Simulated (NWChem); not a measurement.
System: GaO, doublet; SMILES [O]=[Ga]

Program: NWChem. Pople sets run with spherical d functions. Spin-unrestricted. No stability test was run on the SCF state. Each level has its own optimisation; frequencies are unscaled.

```csv
level,r Ga–O (Å),highest harmonic frequency (cm⁻¹),zero-point energy (kcal/mol)
UHF/STO-3G,1.494,1026,1.5
PBE/def2-SVP,1.712,772,1.1
CAM-B3LYP/def2-SVP,1.708,742,1.1
B3LYP/6-31G*,…,…,1.0
PBE0/def2-SVP,1.707,753,1.1
```

Question: What belongs in the gaps?

Answer: 
- B3LYP/6-31G*, r Ga–O (Å): 1.727
- B3LYP/6-31G*, highest harmonic frequency (cm⁻¹): 712
